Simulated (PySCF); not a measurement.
SMILES [AlH]([c]1ccccc1)[F], PBE0/def2-SVP optimised geometry. Atoms within 1.6 Å of the plane z = 0.6 Å (x, y, z in Å): Al1 (-2.47, 0.00, 0.00), F2 (-3.23, -1.49, 0.00), H3 (-3.38, 1.29, 0.00), C4 (-0.53, 0.00, 0.00), C5 (0.20, -1.21, 0.01), C6 (1.59, -1.20, 0.01), C7 (2.29, 0.01, -0.01), C8 (1.58, 1.22, -0.02), C9 (0.19, 1.20, -0.01), H10 (-0.33, -2.16, 0.02), H11 (2.14, -2.15, 0.02), H12 (3.38, 0.02, -0.01), H13 (2.12, 2.16, -0.03), H14 (-0.35, 2.16, -0.02).

Method: PBE0/def2-TZVP in PySCF.

Map of the deformation density (molecule minus spherical neutral atoms) (e/bohr³) on the plane z = 0.6 Å:

```
|444444444444444444444444444|
|444444444444444444444444444|
|444444444444444444444444444|
|444444444444444444444444444|
|444444444444444444444444444|
|444444444444444444444444444|
|444444444443333333334444444|
|444444444433333333333444444|
|444444444433453234533444444|
|444444544333542433533444444|
|444457753332202840223344444|
|444458842333653535633334444|
|444445422574562116624333444|
|444432122695021013106433444|
|444433211574572126724333444|
|444456742333653535632334444|
|444457863332202940223344444|
|444456654333552434633444444|
|444445554433553234533444444|
|444444444433233333333444444|
|444444444443333333334444444|
|444444444444444444444444444|
|444444444444444444444444444|
|444444444444444444444444444|
|444444444444444444444444444|
|444444444444444444444444444|
|444444444444444444444444444|
```
Scale: ten equal steps from -0.019 (start of '0') to 0.021 (end of '9'), in the order '0123456789'; x runs from -5.50 to 5.50, y from -5.50 (bottom) to 5.50 (top).
